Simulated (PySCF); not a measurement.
C5H7F. Atoms are numbered in the order given.

```xyz
13

C      2.0913     1.0559     0.6187
C      1.2699     0.3026     0.1467
C      0.2756    -0.6293    -0.3966
F     -0.1812    -0.1609    -1.6267
C     -0.9243    -0.8418     0.5284
C     -1.7229     0.4325     0.7882
H      2.8216     1.7275     1.0296
H      0.7705    -1.5988    -0.5876
H     -0.5514    -1.2732     1.4724
H     -1.5633    -1.6067     0.0567
H     -2.5988     0.2241     1.4210
H     -1.1071     1.1915     1.2955
H     -2.0780     0.8636    -0.1595
```
Charge 0, spin multiplicity 1.

The structure is a stationary point at B3LYP-D3(BJ)/def2-SVP. The structure was generated by enumeration; whether it is a known compound was not checked. One conformer was computed; it need not be the lowest.

Level of theory: PBE0/pcSseg-1 run with PySCF.

GIAO shieldings, no solvent; atoms listed in one row are averaged. δ = σ(ref) − σ: ¹³C against TMS (σ = 186.3 ppm); ¹⁹F against CFCl3 (σ = 167.2 ppm); ¹H against TMS (σ = 31.56 ppm), references at their B3LYP-D3(BJ)/def2-TZVP geometries, non-relativistic.

Task: Estimate the chemical shifts. (Estimate from the structure and the level; the computed values follow.)

Result: 
```json
[
 {"nucleus": "¹³C", "atoms": "C3", "count": "1", "δ (ppm)": "85.9"},
 {"nucleus": "¹³C", "atoms": "C2", "count": "1", "δ (ppm)": "85.6"},
 {"nucleus": "¹³C", "atoms": "C1", "count": "1", "δ (ppm)": "85.5"},
 {"nucleus": "¹³C", "atoms": "C5", "count": "1", "δ (ppm)": "34.3"},
 {"nucleus": "¹³C", "atoms": "C6", "count": "1", "δ (ppm)": "10.2"},
 {"nucleus": "¹⁹F", "atoms": "F4", "count": "1", "δ (ppm)": "-218.1"},
 {"nucleus": "¹H", "atoms": "H8", "count": "1", "δ (ppm)": "5.54"},
 {"nucleus": "¹H", "atoms": "H7", "count": "1", "δ (ppm)": "2.77"},
 {"nucleus": "¹H", "atoms": "H10", "count": "1", "δ (ppm)": "2.21"},
 {"nucleus": "¹H", "atoms": "H9", "count": "1", "δ (ppm)": "1.66"},
 {"nucleus": "¹H", "atoms": "H11, H12, H13", "count": "3", "δ (ppm)": "1.51"}
]
```
